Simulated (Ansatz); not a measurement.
Consider the substitution at a C–C bond: `C=C(F)/C(F)=C/F` + CH₃NH₂ → `C=C(F)NC` + `F/C=C/F`.

Gas-phase electronic energies from Ansatz, PBE0-D4/def2-TZVP geometries. CCSD(T)/CBS is the MP2 limit (def2-TZVPP, def2-QZVPP) plus CCSD(T) − MP2 in def2-TZVPP, frozen cores. Double bonds are as drawn, so ΔE can hold a change between cis and trans. Functionals use def2-TZVPP. Each species was taken in one conformer, which may not be the lowest.

```
          level  ΔE (kJ/mol)  difference from CCSD(T)/CBS
         PBE-D4         14.7                         -3.1
      r2SCAN-D4         16.8                         -1.0
     r2SCANh-D4         15.9                         -1.9
       BHLYP-D4         12.6                         -5.2
   CAM-B3LYP-D4         10.1                         -7.7
        ωB97M-V         11.3                         -6.5
           PBE0         13.3                         -4.5
   MP2/def2-SVP          7.9                         -9.9
CCSD/def2-TZVPP         15.3                         -2.5
   HF/CBS(def2)         10.0                         -7.8
    CCSD(T)/CBS         17.8                            0
```

Largest T1 diagnostic among the species: 0.013.

Leaving LDA and LC-ωPBE aside and taking each functional with its dispersion term where it has one, the values, not all of them listed here, spread over 11.4 kJ/mol, from CAM-B3LYP-D4 to B97M-V. At CCSD(T), def2-SVP lies −8.7 kJ/mol from the extrapolated value and def2-TZVPP −1.1 kJ/mol. In def2-TZVPP, CCSD(T) changes the Hartree–Fock value by +7.8 kJ/mol (the triples alone add +1.5 kJ/mol) and MP2 by +7.1 kJ/mol.
